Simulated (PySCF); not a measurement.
# P (phosphorus, neutral) across methods

[Ne] 3s1 3p4, high-spin 4P determinant (an excited configuration). Calculation: PySCF 2.14, in aug-cc-pwCVDZ; the non-relativistic Hamiltonian (point nucleus).

```json
{"method": "PBE", "E (hartree)": "-340.8098", "mean ε 3s α (eV)": "-15.704", "mean ε 3p α (eV)": "-6.977", "mean ε 3p β (eV)": "-4.724", "Σ⟨r²⟩ (bohr²)": "32.10", "⟨S²⟩": "3.756"}
{"method": "BHandHLYP", "E (hartree)": "-340.9658", "mean ε 3s α (eV)": "-19.955", "mean ε 3p α (eV)": "-9.297", "mean ε 3p β (eV)": "-6.227", "Σ⟨r²⟩ (bohr²)": "32.16", "⟨S²⟩": "3.762"}
{"method": "M06-2X", "E (hartree)": "-340.9375", "mean ε 3s α (eV)": "-19.343", "mean ε 3p α (eV)": "-9.176", "mean ε 3p β (eV)": "-6.167", "Σ⟨r²⟩ (bohr²)": "32.15", "⟨S²⟩": "3.764"}
{"method": "PBE0", "E (hartree)": "-340.8388", "mean ε 3s α (eV)": "-17.974", "mean ε 3p α (eV)": "-8.291", "mean ε 3p β (eV)": "-5.490", "Σ⟨r²⟩ (bohr²)": "32.00", "⟨S²⟩": "3.759"}
{"method": "B3LYP", "E (hartree)": "-340.9835", "mean ε 3s α (eV)": "-17.396", "mean ε 3p α (eV)": "-7.887", "mean ε 3p β (eV)": "-5.471", "Σ⟨r²⟩ (bohr²)": "32.15", "⟨S²⟩": "3.758"}
{"method": "UHF", "E (hartree)": "-340.41759", "mean ε 3s α (eV)": "-24.436", "mean ε 3p α (eV)": "-11.884", "mean ε 3p β (eV)": "-6.418", "Σ⟨r²⟩ (bohr²)": "33.28", "⟨S²⟩": "3.797"}
{"method": "LDA", "E (hartree)": "-339.6936", "mean ε 3s α (eV)": "-15.694", "mean ε 3p α (eV)": "-7.019", "mean ε 3p β (eV)": "-4.708", "Σ⟨r²⟩ (bohr²)": "32.27", "⟨S²⟩": "3.757"}
{"method": "r2SCAN", "E (hartree)": "-340.9557", "mean ε 3s α (eV)": "-16.754", "mean ε 3p α (eV)": "-7.473", "mean ε 3p β (eV)": "-4.728", "Σ⟨r²⟩ (bohr²)": "32.08", "⟨S²⟩": "3.766"}
```

(1) Estimate the same row for r2SCAN0.

## Answers

(1) E (hartree) = -340.9500; mean ε 3s α (eV) = -18.699; mean ε 3p α (eV) = -8.642; mean ε 3p β (eV) = -5.464; Σ⟨r²⟩ (bohr²) = 32.10; ⟨S²⟩ = 3.768.
